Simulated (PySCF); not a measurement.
## Computed properties of F₄H₂NTa, SMILES [NH2][Ta]([F])([F])([F])[F], multiplicity 1

Ta(F)4(NH2) (F₄H₂NTa), SMILES [NH2][Ta]([F])([F])([F])[F], multiplicity 1. The structure is a stationary point at B3LYP-D3(BJ)/def2-SVP. The multiplicity is an assumed one; no other spin state was optimised. The structure was generated by enumeration; whether it is a known compound was not checked. The def2 effective core potentials stand for the cores of Ta; spin–orbit coupling is left out. Other conformers were not sampled. All values are computed for the isolated molecule unless a solvent is named; none is compared with measurement here.

**Structure.** The optimised structure has C2v symmetry. All 18 harmonic modes at B3LYP-D3(BJ)/def2-SVP (PySCF) are real, so it is a minimum. With heavy atoms numbered as in [Ta:1]([F:2])([F:3])([F:4])([F:5])[NH2:6], the shortest bond between them is Ta1–F4 at 1.882 Å and the longest Ta1–N6 at 1.960 Å.

**Vibrations.** The strongest infrared lines (harmonic, unscaled, degenerate partners summed) lie at 493 cm⁻¹ (233 km/mol, H 82 %, N 18 %), 695 cm⁻¹ (217 km/mol, F 43 %, H 36 %, Ta 13 %, N 8 %), 697 cm⁻¹ (150 km/mol, F 84 %, Ta 15 %). The softest mode is at 114 cm⁻¹ and the zero-point energy is 21.5 kcal/mol.

**Electronic structure.** B3LYP/def2-TZVP (PySCF) places the frontier levels at -8.76 and -2.71 eV, a gap of 6.05 eV, and gives a dipole moment of 2.59 D and a mean polarisability of 45.7 bohr³. PBE/def2-TZVP (PySCF) at the same geometry gives -7.47 and -3.26 eV, so its gap is 1.84 eV narrower. An orbital gap is neither the optical nor the fundamental gap.

**Excitations.** TDA-CAM-B3LYP/def2-SVPD (PySCF) has S1 at 4.87 eV (255 nm, f = 0.000, dark); the most intense of the 10 singlets computed lies at 7.59 eV (f = 0.14). T1 (TDA) is at 4.77 eV, 0.10 eV under S1. TDA-PBE/def2-SVPD (PySCF) puts S1 at 4.13 eV. No vertical singlet excitation falls in the visible range (under 3.1 eV).
